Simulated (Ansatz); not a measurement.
Steps of a relaxation of CH₄O₂Sn (`C[O][Sn][OH]`) with RKS PBE-D4/def2-SVP.

```sh
$ ansatz run in.yaml --threads 2 --pin off --events-out ev --progress --plain --max-ram 32768MiB --backend cpu
```

```yaml
crystal:
  periodic: [false, false, false]
  atoms:
    - {symbol: C, position_ang: [-0.155300, 1.100900, 0.049300]}
    - {symbol: O, position_ang: [0.708600, 0.577300, 0.933300]}
    - {symbol: Sn, position_ang: [1.389600, -1.078400, 0.077100]}
    - {symbol: O, position_ang: [0.089300, -2.463900, 0.081900]}
    - {symbol: H, position_ang: [-1.055200, 0.449400, -0.160000]}
    - {symbol: H, position_ang: [-0.607400, 2.094400, 0.480500]}
    - {symbol: H, position_ang: [0.320100, 1.413600, -0.917000]}
    - {symbol: H, position_ang: [-0.597500, -2.150400, -0.600900]}
basis:
  gaussian: {orbitals: def2-SVP}
hamiltonian: {xc: pbe, dispersion: d4}
relax: {f_tol: 0.03, max_steps: 200}
```

Positions (Å) and forces (eV/Å) along the path, 11 of 11 steps:

```xyz
8
step=1 energy=-11017.5709 eV
C    -0.155    1.101    0.049   -2.358    2.682   -0.296
O     0.709    0.577    0.933    0.700   -0.150    1.960
Sn    1.390   -1.078    0.077    4.552    0.570   -0.353
O     0.089   -2.464    0.082   -3.594   -1.251   -1.333
H    -1.055    0.449   -0.160    0.012    0.161   -0.225
H    -0.607    2.094    0.480    0.372   -1.109   -0.664
H     0.320    1.414   -0.917   -0.185    0.000   -0.310
H    -0.598   -2.150   -0.601    0.501   -0.903    1.220
8
step=2 energy=-11018.2723 eV
C    -0.181    1.129    0.058   -1.134    0.966   -0.388
O     0.699    0.547    0.944    0.665   -0.566    0.173
Sn    1.578   -1.123    0.097    0.617   -0.075    0.566
O     0.052   -2.452    0.060   -0.540    0.289   -0.849
H    -1.074    0.483   -0.189    0.086    0.105   -0.037
H    -0.622    2.091    0.470    0.256   -0.479   -0.108
H     0.291    1.428   -0.920   -0.137    0.029   -0.015
H    -0.651   -2.160   -0.577    0.187   -0.269    0.659
8
step=3 energy=-11018.4933 eV
C    -0.207    1.136    0.037   -0.268    0.084   -0.301
O     0.717    0.522    0.893    0.411   -0.437   -0.552
Sn    1.699   -1.203    0.227   -0.719   -0.104    0.553
O     0.096   -2.489   -0.064   -0.786    1.220   -0.981
H    -1.091    0.490   -0.222    0.068    0.024    0.034
H    -0.632    2.064    0.484    0.059   -0.046    0.184
H     0.238    1.466   -0.944   -0.072   -0.047    0.137
H    -0.729   -2.044   -0.467    1.308   -0.694    0.926
8
step=4 energy=-11018.6134 eV
C    -0.219    1.132    0.010   -0.055   -0.062   -0.122
O     0.738    0.508    0.830    0.280   -0.397   -0.467
Sn    1.723   -1.272    0.359   -0.879   -0.025    0.143
O     0.139   -2.487   -0.247   -1.462    1.815   -0.006
H    -1.097    0.482   -0.252    0.052   -0.008    0.019
H    -0.643    2.035    0.506    0.038   -0.036    0.157
H     0.205    1.497   -0.964   -0.033   -0.068    0.109
H    -0.754   -1.952   -0.297    2.060   -1.219    0.167
8
step=5 energy=-11018.8314 eV
C    -0.218    1.079   -0.022    0.136    0.152    0.195
O     0.872    0.543    0.686   -0.017   -0.277   -0.183
Sn    1.674   -1.335    0.524   -0.063    0.089    0.097
O     0.095   -2.335   -0.269   -0.300    0.246    0.021
H    -1.052    0.370   -0.265    0.117   -0.124    0.051
H    -0.669    1.900    0.580   -0.067    0.024   -0.054
H     0.123    1.521   -0.986   -0.103    0.059   -0.076
H    -0.733   -1.800   -0.303    0.298   -0.170   -0.052
8
step=6 energy=-11018.8585 eV
C    -0.212    1.050   -0.028    0.396    0.053    0.135
O     0.968    0.566    0.585   -0.295   -0.145   -0.191
Sn    1.643   -1.376    0.645   -0.073    0.323    0.035
O     0.052   -2.276   -0.215   -0.716    0.427   -0.207
H    -1.009    0.279   -0.214    0.125    0.012    0.038
H    -0.676    1.837    0.619    0.043   -0.108   -0.124
H     0.027    1.520   -1.018   -0.131   -0.056    0.162
H    -0.700   -1.657   -0.430    0.651   -0.504    0.151
8
step=7 energy=-11018.8590 eV
C    -0.186    1.056   -0.019   -0.360   -0.577    0.056
O     1.008    0.588    0.525    0.364    0.219    0.074
Sn    1.562   -1.360    0.738    0.083   -0.088   -0.013
O     0.014   -2.257   -0.224    0.081    0.013    0.108
H    -0.934    0.222   -0.087   -0.258    0.214   -0.143
H    -0.649    1.842    0.616    0.035    0.113    0.081
H    -0.075    1.473   -1.045    0.138    0.061   -0.077
H    -0.647   -1.622   -0.561   -0.084    0.044   -0.087
8
step=8 energy=-11018.8789 eV
C    -0.200    1.026   -0.015    0.028    0.157   -0.018
O     1.014    0.591    0.536   -0.116   -0.096   -0.027
Sn    1.595   -1.355    0.710    0.031   -0.055    0.030
O     0.000   -2.236   -0.179    0.011   -0.004   -0.024
H    -0.991    0.234   -0.122    0.107    0.018    0.059
H    -0.642    1.829    0.621   -0.029   -0.018   -0.018
H    -0.044    1.464   -1.029   -0.043    0.009   -0.024
H    -0.639   -1.610   -0.577    0.011   -0.012    0.021
8
step=9 energy=-11018.8823 eV
C    -0.204    1.044   -0.018    0.039   -0.068    0.012
O     0.997    0.571    0.525    0.026    0.020    0.017
Sn    1.595   -1.369    0.724   -0.044    0.046   -0.028
O     0.021   -2.260   -0.194   -0.002   -0.018    0.003
H    -0.998    0.260   -0.117   -0.037    0.005   -0.008
H    -0.633    1.848    0.624   -0.003    0.011    0.010
H    -0.053    1.481   -1.034    0.008    0.007   -0.010
H    -0.632   -1.633   -0.567    0.013   -0.003    0.005
8
step=10 energy=-11018.8825 eV
C    -0.204    1.049   -0.015    0.008   -0.004    0.000
O     0.997    0.578    0.533   -0.018   -0.016   -0.009
Sn    1.590   -1.364    0.715    0.039   -0.001    0.021
O     0.024   -2.275   -0.194   -0.021    0.031   -0.011
H    -1.002    0.268   -0.114   -0.002   -0.003   -0.003
H    -0.631    1.858    0.622    0.000    0.002   -0.001
H    -0.048    1.483   -1.032   -0.003    0.001    0.002
H    -0.634   -1.655   -0.570   -0.002   -0.010    0.001
8
step=11 energy=-11018.8828 eV
C    -0.204    1.044   -0.015    0.004   -0.002    0.002
O     0.996    0.576    0.535   -0.003    0.001   -0.002
Sn    1.594   -1.364    0.716    0.001   -0.002    0.001
O     0.022   -2.264   -0.197    0.000    0.000    0.000
H    -1.002    0.263   -0.112   -0.001    0.001    0.000
H    -0.632    1.855    0.619   -0.001    0.000    0.001
H    -0.048    1.476   -1.034    0.000   -0.001   -0.002
H    -0.635   -1.642   -0.568    0.001    0.002    0.000
```

It took 14 s on 2 threads of an AMD EPYC 7R13 on a shared host, with 0.16 GiB of host memory at the peak.
